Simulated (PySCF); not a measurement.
**Partial charges of `CC(C=O)(C=O)CC[SiH3]`**

Species: C₆H₁₂O₂Si.
Z-matrix (Å and degrees, GFN2-xTB geometry), rows numbered from 1:
```
C 
C   1  1.5253
C   2  1.5176  1  111.32
O   3  1.1975  2  124.76  1  -167.46
C   2  1.5227  1  110.54  3   113.99
O   5  1.1954  2  124.93  1   -10.65
C   2  1.5448  1  113.90  3  -124.52
C   7  1.5236  2  113.09  1    55.93
Si  8  1.9059  7  112.04  2   173.84
H   1  1.0873  2  110.01  3   171.26
H   1  1.0879  2  109.88  3   -69.96
H   1  1.0867  2  111.02  3    50.62
H   3  1.1058  2  113.58  1    14.04
H   5  1.1048  2  112.90  1   170.06
H   7  1.0920  2  107.73  1   176.84
H   7  1.0923  2  108.84  1   -66.11
H   8  1.0918  7  109.12  2    52.65
H   8  1.0904  7  109.74  2   -64.07
H   9  1.4623  8  109.29  7   -62.85
H   9  1.4631  8  108.41  7   176.65
H   9  1.4648  8  108.84  7    57.04
```

Density: PBE0/pcSseg-1 (PySCF); schemes: Mulliken, IAO, Hirshfeld and ESP-fitted. The structure is a single GFN2-xTB conformer in the gas phase; no vibrational or solvent corrections.

Question: Give the atomic charges in each scheme.

Answer: In e:

```csv
atom,environment,Mulliken,IAO,Hirshfeld,ESP-fitted
C1,methyl carbon,-0.137,-0.426,-0.123,-0.446
C2,sp3 carbon next to a carbonyl,-0.699,-0.071,-0.002,+0.288
C3,aldehyde carbon,+0.359,+0.266,+0.141,+0.367
O4,aldehyde oxygen,-0.338,-0.378,-0.204,-0.443
C5,aldehyde carbon,+0.387,+0.269,+0.140,+0.334
O6,aldehyde oxygen,-0.328,-0.370,-0.202,-0.426
C7,chain CH2 carbon,-0.132,-0.245,-0.067,-0.097
C8,sp3 carbon bound to silicon,-0.512,-0.530,-0.154,-0.132
Si9,SiH3 silicon,+0.507,+0.606,+0.322,+0.348
H10,methyl hydrogen,+0.126,+0.152,+0.048,+0.135
H11,methyl hydrogen,+0.138,+0.160,+0.041,+0.113
H12,methyl hydrogen,+0.122,+0.141,+0.042,+0.085
H13,formyl hydrogen,+0.084,+0.103,+0.047,+0.005
H14,formyl hydrogen,+0.092,+0.109,+0.048,+0.017
H15,methylene hydrogen,+0.143,+0.144,+0.035,+0.018
H16,methylene hydrogen,+0.134,+0.135,+0.040,+0.028
H17,methylene hydrogen,+0.147,+0.145,+0.037,+0.051
H18,methylene hydrogen,+0.148,+0.144,+0.040,+0.045
H19,Si–H hydrogen,-0.073,-0.116,-0.073,-0.084
H20,Si–H hydrogen,-0.085,-0.116,-0.076,-0.105
H21,Si–H hydrogen,-0.085,-0.121,-0.077,-0.099
```

Mean size of the charges over all atoms: Mulliken 0.228 e, IAO 0.226 e, ESP-fitted 0.175 e, Hirshfeld 0.093 e. Each set sums to the total charge, 0, to within 0.001 e. The Mulliken scheme gives each basis function's population to the atom it is centred on and halves the overlap population of two atoms between them. The ESP scheme is a least-squares fit of atom-centred charges to the potential on four shells outside the van der Waals surface, with the total charge fixed.

Lowest charge. The schemes don't all agree: Mulliken C2 (-0.699); IAO C8 (-0.530); Hirshfeld O4 (-0.204); ESP-fitted C1 (-0.446).

Highest charge. The schemes don't all agree: Mulliken Si9 (+0.507); IAO Si9 (+0.606); Hirshfeld Si9 (+0.322); ESP-fitted C3 (+0.367).

Question: Sum the charges by element, for elements with more than one atom.

Answer: 
| element | atoms | Mulliken | IAO | Hirshfeld | ESP-fitted |
| --- | --- | --- | --- | --- | --- |
| C | 6 | -0.735 | -0.738 | -0.064 | +0.314 |
| O | 2 | -0.666 | -0.748 | -0.406 | -0.870 |
| H | 12 | +0.893 | +0.880 | +0.149 | +0.208 |

Question: How many electrons does the ESP-fitted scheme count on Si9?

Answer: Z − q = 14 − (+0.348) = 13.652.
